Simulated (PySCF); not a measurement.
Species: C₅H₁₀NSi (doublet state).
Structure used (GFN2-xTB), in Å, numbered top down from 1:
```xyz
17
C5H10NSi angstrom
C     -2.736    1.072   -0.297
C     -1.633    0.359   -0.227
C     -0.288    0.450   -0.908
C      0.125   -0.722   -0.066
N      1.361   -0.957    0.473
Si     2.837   -0.105    0.157
C     -1.215   -0.825    0.615
H     -2.825    1.913   -0.964
H     -3.597    0.845    0.310
H      0.264    1.380   -0.729
H     -0.309    0.279   -1.988
H      1.324   -1.583    1.266
H      3.838   -0.941    0.813
H      2.977   -0.020   -1.297
H      2.871    1.259    0.711
H     -1.225   -0.648    1.697
H     -1.777   -1.745    0.423
```

The hyperfine couplings belong to this conformer and change with its torsions.

Identity: `C=C1C[C](N[SiH3])C1` [radical].

The calculation used UKS B3LYP, pcH-1 on C H N Si, non-relativistic, mean-field spin-orbit, GIAO in PySCF. One conformer (not necessarily the lowest) at the GFN2-xTB geometry, without solvent, vibrations or thermal averaging. A GFN2-xTB geometry isn't a minimum of the functional, and hyperfine couplings can be far from their values at a DFT geometry. Stability of the SCF solution: not tested.

(1) The isotropic 13C couplings are +156.1, +14.8, -14.0, -8.1, +6.2 MHz. Assign them to C1; C2; C3; C4; C7.

Results:

(1) 
```csv
site,a_iso (MHz),ρ(0) (bohr⁻³),position,distance from C4 (Å),spin population,largest |T| (MHz)
C1,+6.2,+0.0055,3 bonds from C4,3.39,-0.01,2.2
C2,+14.8,+0.0132,2 bonds from C4,2.07,+0.02,3.4
C3,-14.0,-0.0125,1 bond from C4,1.50,-0.06,3.3
C4,+156.1,+0.1389,largest spin population,0.00,+0.77,135.8
C7,-8.1,-0.0072,1 bond from C4,1.51,-0.06,4.0
```

ρ(0) is the spin density at the nucleus and T the dipolar tensor; a_iso includes a spin–orbit part; entries for several nuclei are means. The largest Mulliken spin populations are on C4 (+0.77), N5 (+0.12) and C3 (-0.06). C4 is the only atom above +0.15. The angles at C4 add up to 348.6°, so it is slightly pyramidal.

Means are taken over nuclei equivalent by connectivity, which assumes that they swap fast. H8 and H9 aren't averaged: C1 is flat or nearly so (angle sum 360°), and its turn about the short C1–C2 bond (1.32 Å) is taken as slow. C3 and C7, with what hangs on them, aren't averaged: C2 is flat or nearly so (angle sum 360°), and its turn about the short C2–C1 bond (1.32 Å) is taken as slow. The three 1H nuclei of mean +12.4 MHz run from -2.6 to 32.4 MHz in the frozen geometry. The 1H value of +82.4 MHz is a mean of couplings from 70.5 to 94.3 MHz in this one geometry, not an average over conformers. The 1H value of +79.8 MHz is a mean of couplings from 71.3 to 88.3 MHz in this one geometry, not an average over conformers.

On Arm Neoverse V1, one thread, no GPU, shared host with 32 logical CPUs at a one-minute load of 20, this took 96 s (with the writing of density and orbital grids) and 0.98 GiB of memory at its peak.
